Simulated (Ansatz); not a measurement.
`[SiH3][SiH2][SiH2][SiH3]` + HBr → `[SiH3][SiH2]Br` + `[SiH3][SiH3]` at 600 K and 1 bar (cleavage of the Si–Si bond).

Computed with Ansatz on PBE0-D4/def2-TZVP structures; ΔE is electronic, products minus reactants. CBS: MP2 limit from def2 TZ/QZ plus the TZ coupled-cluster correction, frozen cores. For Br outer-core shells are correlated without core-valence functions, which leaves a few kJ/mol of doubt a bond. Scalar relativity is left out up to krypton. Each species was taken in one conformer, which may not be the lowest.

```
                   species  CCSD(T)/CBS energy (Eh)  H − E (kJ/mol)  S (J/(mol·K))
`[SiH3][SiH2][SiH2][SiH3]`              -1162.31008           307.0          544.8
                       HBr              -2573.91920            33.5          219.1
          `[SiH3][SiH2]Br`              -3154.51510           164.7          412.3
            `[SiH3][SiH3]`               -581.74359           174.5          343.9
```

H − E and S are ideal-gas, rigid-rotor, harmonic terms from PBE0-D4/def2-TZVP, for one conformer and one mirror image of each species. 1 Eh = 2625.50 kJ/mol, R = 8.31446 J/(mol·K).

By hand: ΔE, ΔH, ΔS and ΔG.

ΔE = (-3154.51510) + (-581.74359) − (-1162.31008) − (-2573.91920) = -0.02941 Eh = -77.2 kJ/mol. Δ(H − E) = 164.7 + 174.5 − 307.0 − 33.5 = -1.3, so ΔH = -78.5 kJ/mol. ΔS = 412.3 + 343.9 − 544.8 − 219.1 = -7.7 J/(mol·K). ΔG = -78.5 − 600 × (-7.7)/1000 = -73.9 kJ/mol.

By hand: the equilibrium constant, and the temperature at which ΔG would vanish if ΔH and ΔS stayed fixed.

log₁₀ K = −ΔG/(RT ln 10) = 6.4. ΔG = 0 at ΔH/ΔS = 10195 K, far beyond where these terms or the molecules hold.

The number of gas molecules stays the same, so ΔS is small and ΔH decides. A doubt of 5 kJ/mol in ΔE shifts log₁₀ K by 0.4 here. Other conformers and mirror images would add mixing entropy, several J/(mol·K) or more a flexible species. Modes under 60 cm⁻¹, often nearly free rotors, make the harmonic entropy too high. These are equilibria of isolated gas molecules and say nothing of rates. Largest T1 diagnostic: 0.014 (customary marks: 0.02 for closed shells, 0.045 for open ones).
